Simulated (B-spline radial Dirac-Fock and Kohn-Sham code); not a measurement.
## Elastic and transport cross sections of ruthenium for positrons

These are calculated numbers from a radial finite-basis atomic code; the model is relativistic (Dirac) partial waves in the static field of the Dirac-Fock atom, without polarisation or absorption potentials. Below a few hundred eV the neglected polarisation potential matters, most of all at small angles. σ_tr1 and σ_tr2 weight the cross section with 1 − P₁ and 1 − P₂ of cos θ; "backward" is the share scattered beyond 90°.

```tsv
energy (eV)	σ (a₀²)	σ_tr1 (a₀²)	σ_tr2 (a₀²)	σ/σ_tr1	backward (%)
114	17.6	3.88	6.52	4.54	6.5
124	17.1	3.67	6.19	4.66	6.3
365	11.6	1.66	3.00	6.97	3.7
576	9.69	1.12	2.10	8.68	2.7
2830	4.63	0.217	0.448	21.4	0.87
3310	4.25	0.181	0.378	23.5	0.77
3380	4.21	0.177	0.370	23.8	0.76
4020	3.82	0.145	0.305	26.4	0.66
5960	3.03	0.0894	0.194	33.9	0.47
5970	?	?	?	?	?
6350	2.92	0.0825	0.180	35.3	0.44
19300	1.42	0.0180	0.0422	78.6	0.15
25500	1.17	0.0119	0.0284	97.9	0.11
52400	0.701	0.00390	0.00967	180	0.049
83700	0.505	0.00183	0.00466	275	0.027
138000	0.364	0.000814	0.00212	447	0.014
```

**Question.** Fill in the row for 5.97 keV.

**Answer.** σ = 3.03 a₀², σ_tr1 = 0.0892 a₀², σ_tr2 = 0.193 a₀², σ/σ_tr1 = 33.9, backward 0.47 %. The ratio σ/σ_tr1 is roughly the number of elastic collisions that randomise the direction.
